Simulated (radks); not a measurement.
S, configuration [Ne] 3s2 3p4 (the NIST ground configuration).

Method: scalar-relativistic Kohn-Sham, PBE, spin-polarised, spherical densities, point nucleus; open shells are filled with parallel spins first; computed with a radial shooting solver on a logarithmic mesh with Libxc functionals.

Energy parts (Ry):
| part | energy |
|---|---|
| total | -798.15430 |
| kinetic | 801.20139 |
| electron-nucleus | -1903.09579 |
| Hartree | 354.74864 |
| exchange-correlation | -51.00854 |

Orbitals (lengths in bohr, moments of r in powers of bohr; <r^-3> diverges for s and p1/2; r(90%) holds 90 % of the orbital's charge):
1s up: occ. 1; eigenvalue (Ry) -176.8275; r(90%) 0.173; <r> 0.09688
1s down: occ. 1; eigenvalue (Ry) -176.8086; r(90%) 0.173; <r> 0.09687
2s up: occ. 1; eigenvalue (Ry) -15.55572; r(90%) 0.751; <r> 0.4791
2s down: occ. 1; eigenvalue (Ry) -15.53759; r(90%) 0.751; <r> 0.4790
2p up: occ. 3; eigenvalue (Ry) -11.50188; r(90%) 0.737; <r> 0.4426; <r^-3> 81.39
2p down: occ. 3; eigenvalue (Ry) -11.47653; r(90%) 0.737; <r> 0.4425; <r^-3> 81.31
3s up: occ. 1; eigenvalue (Ry) -1.32307; r(90%) 2.56; <r> 1.690
3s down: occ. 1; eigenvalue (Ry) -1.18537; r(90%) 2.60; <r> 1.702
3p up: occ. 3; eigenvalue (Ry) -0.56516; r(90%) 3.23; <r> 2.043; <r^-3> 5.535
3p down: occ. 1; eigenvalue (Ry) -0.43931; r(90%) 3.40; <r> 2.119; <r^-3> 5.305

The highest occupied level is 3p down at -5.977 eV. Summed over all electrons, <r^2> = 29.24 bohr^2, which gives a Langevin (diamagnetic) susceptibility term of -23.2 x 10^-6 cm^3/mol. For comparison, the ionisation energy in NIST's Atomic Spectra Database is 10.360 eV (measured). In exact Kohn-Sham theory the highest level is minus the ionisation energy, but local and semilocal functionals leave it too shallow, through self-interaction and a potential that decays too fast; potentials with the right tail come closer. The density falls to 0.001 e/bohr^3 at r = 4.07 bohr. Spin moment in Bohr magnetons: 2.
